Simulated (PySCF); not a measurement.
Job for PySCF: R-HF/STO-3G on GaH5S (a complex), monomers drawn apart or pushed together.

```python
from pyscf import gto, scf, dft, mp
from pyscf.data.elements import chemcore

mol = gto.M(
    atom='''
    Ga    0.52763441   -0.06951020    0.52020423
    H    -0.34623003    1.11318635   -0.04265977
    H     0.27361942   -1.53352575   -0.00071565
    H     1.89118691    0.26122241    1.23783558
    S    -0.78622671   -0.34658651    2.50515270
    H    -0.36950914    0.76131851    3.14196332
    H     0.07375282   -1.13527769    3.17222653
    ''',
    basis='sto-3g',
    charge=0, spin=0, verbose=3, max_memory=1800)
mf = scf.RHF(mol)
mf.conv_tol = 1e-8
mf.max_cycle = 100
mf.kernel()
if not mf.converged:
    mf = mf.newton().run(mf.mo_coeff, mf.mo_occ)
```

Program output:

```
converged SCF energy = -2296.93598757715
```

Self-consistency was reached.

Cost: around 0.16 core-seconds (rough).
